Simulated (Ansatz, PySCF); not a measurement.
Pulling on the Sn1–H4 bond in BrFH2Sn (SMILES [F][SnH2][Br]) (multiplicity 1 held, fragments rigid). Energies count from the point at 1.700 Å.
Geometry at that point (charge 0, multiplicity 1):
```xyz
5

Sn    -0.82087    -0.25419     0.04124
F     -1.53349     1.43641    -0.55475
Br     1.64216     0.04607     0.07036
H     -1.24249    -1.37719    -1.16269
H     -1.38809    -0.45375     1.63083
```

R- and RO- levels are restricted; in cc, def2 and unpolarised 6-31G sets they are followed outwards from rest. Unrestricted levels (U-) break spin symmetry where that is lower. Curves can end on different states.

Rows in LANL2DZ carry no dispersion term and start afresh at each structure. LANL2DZ brings its own core potentials from Na on.

Run with Ansatz (a first-principles code); PySCF for LANL2DZ rows.  In def2 rows elements past Kr take small-core potentials, without spin–orbit coupling.

One of these levels gives 98.56 kcal/mol for the energy at R = 5.438 Å. Which?
A) U-PBE/def2-TZVPP
B) R-HF/def2-TZVPP
C) U-HF/LANL2DZ
D) R-PBE/def2-TZVPP

D, R-PBE/def2-TZVPP. The others give 57.56 (U-HF/LANL2DZ), 163.52 (R-HF/def2-TZVPP), 69.84 (U-PBE/def2-TZVPP)

Doubts at one or more of the structures used: a spin-contaminated determinant (U-HF/LANL2DZ, U-PBE/def2-TZVPP); a restricted determinant that unrestricted orbitals would lower (R-HF/def2-TZVPP, R-PBE/def2-TZVPP).
